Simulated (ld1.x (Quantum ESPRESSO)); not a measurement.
Configuration tests for indium (TM semilocal)

* Element: In (Z = 49)
* Generator: ld1.x (Quantum ESPRESSO) 7.5
* Type: norm-conserving Troullier–Martins (semilocal form)
* Functional: PBE
* Relativity: scalar-relativistic
* Frozen core: [Kr] 4d10
* Valence charge: 3
* Reference configuration: 5s1.5 5p1.5
* Partial waves: 5s (bound): rc 1.70 bohr; 5p (bound): rc 2.90 bohr
* Local potential: the p channel
* Core correction: Bessel-smoothed model core inside 0.90 bohr

Energies are relative to the spin-unpolarised reference configuration 5s1.5 5p1.5; without spin polarisation the order of configurations can differ from experiment.

```tsv
valence configuration	charge	ΔE all-electron (eV)	error AE − PS (meV)
5s2 5p1	0	-2.884	-4.8
5s2 5p0	+1	2.479	-7.6
5s1 5p2	0	2.956	-5.6
5s2 5p0.5	+0.5	-0.944	-3.1
5s2 5p1.3	-0.3	-3.417	-6.0
5s0 5p3	0	9.063	-49
```

**Question.** What are ΔE and the potential's error for 5s1 5p0?

**Answer.** ΔE = 21.713 eV all-electron; the error (AE − PS) is -152 meV.
